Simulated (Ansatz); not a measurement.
Total energies of C₂H₅GeN (`[NH2][GeH]1[CH]=[CH]1`).

| atom | x (Å) | y (Å) | z (Å) |
| --- | --- | --- | --- |
| N1 | -0.9296 | -0.6373 | 1.3936 |
| Ge2 | -0.3962 | 0.4416 | 0.0025 |
| C3 | 0.6435 | -0.3274 | -1.3904 |
| C4 | 1.4171 | 0.3590 | -0.5609 |
| H5 | -1.8624 | -1.0101 | 1.2721 |
| H6 | -0.8964 | -0.1719 | 2.2915 |
| H7 | -1.2375 | 1.6989 | -0.2549 |
| H8 | 0.7857 | -0.9269 | -2.2823 |
| H9 | 2.4758 | 0.5740 | -0.4713 |

Charge 0, multiplicity 1. Correlated methods include outer-core shells of Ge, which these sets cover unevenly. Scalar relativity is left out up to krypton. Geometry: relaxed with PBE0-D4/def2-TZVP. It is one conformer, not always the lowest. Basis def2-TZVPP, Ansatz.

RPA on PBE orbitals: Hartree–Fock energy of these orbitals -2208.37605 Eh, correlation -1.24609 Eh (frozen core).

```json
{"functional": "LDA (SPW92)", "energy without D4 (Eh)": "-2206.60274", "D4 term (kJ/mol)": "–"}
{"functional": "HSE06 (plane-wave form)", "energy without D4 (Eh)": "-2210.51832", "D4 term (kJ/mol)": "-13.0"}
```

Give the same for PBE, revPBE, BLYP, r2SCAN, B97M-V, PBE0, B3LYP, r2SCANh, r2SCAN0, BHLYP, CAM-B3LYP, LC-ωPBE, ωB97X-V, ωB97M-V, B2PLYP, PBE-QIDH. (An estimate is asked.)

Ansatz gave: 
```
functional  energy without D4 (Eh)  D4 term (kJ/mol)
       PBE             -2210.46099             -16.5
    revPBE             -2210.75060             -49.2
      BLYP             -2210.94787             -36.4
    r2SCAN             -2210.86017              -3.9
    B97M-V             -2210.55539                 –
      PBE0             -2210.52520             -13.9
     B3LYP             -2210.99671             -26.8
   r2SCANh             -2210.84509              -4.2
   r2SCAN0             -2210.82376              -4.6
     BHLYP             -2210.84056             -21.0
 CAM-B3LYP             -2210.99536             -14.1
   LC-ωPBE             -2210.58235                 –
   ωB97X-V             -2210.71564                 –
   ωB97M-V             -2210.77309                 –
    B2PLYP             -2210.46479                 –
  PBE-QIDH             -2210.17751                 –
```

B3LYP takes the VWN-RPA correlation (the form of Gaussian; ORCA's B3LYP/G). HSE06 is the plane-wave form, built on full-range PBE exchange. The double hybrids freeze the cores in their second-order part.

LC-ωPBE has ω = 0.4 bohr⁻¹.
